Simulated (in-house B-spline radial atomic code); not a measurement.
**RPA and G0W0 on Hartree-Fock: Kr IV (Kr3+)**

Configuration [Ar] 3d10 4s2 4p3, highest spin, mean-field start Hartree-Fock. Computed with a B-spline radial code for spherical atoms: all electrons, non-relativistic, point nucleus, each spin shell either full or empty, empty states to l = 9 with an (l + 1/2)⁻⁴ tail; G0W0 by contour deformation at full frequency.

Command:
```bash
python run_gw.py task.json out
```
Settings (radii: box in bohr, nucleus in fm):
```
Z                        36
electrons                33
configuration            [Ar] 3d10 4s2 4p3
hamiltonian              nr
method                   hf
lmax                     9
spin_polarised           True
box_radius               14.14
intervals                52
```

Run time, properties included: 2 s on 1 thread of Arm Neoverse V2, on a shared host.

Energies (hartree):

```csv
term,value
mean-field total,-2749.46182
Hartree-Fock functional on these orbitals,-2749.46182
direct second order,-2.4844
second-order exchange,0.73029
SOSEX correction,0.68547
```

**Question.** What is the RPA correlation energy, and what remains with SOSEX?

**Answer.** RPA gives -2.2258 hartree (-1.84 eV per electron); RPA + SOSEX gives -1.5404, and the second-order doubles (MP2) -1.7541 hartree. SOSEX takes back 31 % of the RPA value.

Quasi-particle levels (eV):

| level | occupied | mean field | Σx - vxc | Σc | QP weight | G0W0 |
| --- | --- | --- | --- | --- | --- | --- |
| 4p up | yes | -51.04 | 0.00 | ? | ? | ? |
| 4s down | yes | -59.61 | 0.00 | -2.22 | 0.966 | -61.83 |
| 4s up | yes | -70.25 | 0.00 | 2.73 | 0.855 | -67.52 |
| 4p down | no | -33.52 | 0.00 | -2.04 | 0.970 | -35.56 |

G0W0 = mean field + (Σx - vxc) + Σc, with Σc (partial-wave tail included) taken at the quasi-particle energy. Only the outer levels were computed. Levels of low weight are left out.

**Question.** Where does G0W0 put 4p up?

**Answer.** At -51.60 eV, with Σc = -0.56 eV and a quasi-particle weight of 0.968. The tabulated removal energy is 50.85 ± 0.11 eV (NIST, measured); the calculation leaves out relativity, Breit and QED terms, and what these don't explain is the method's own error.
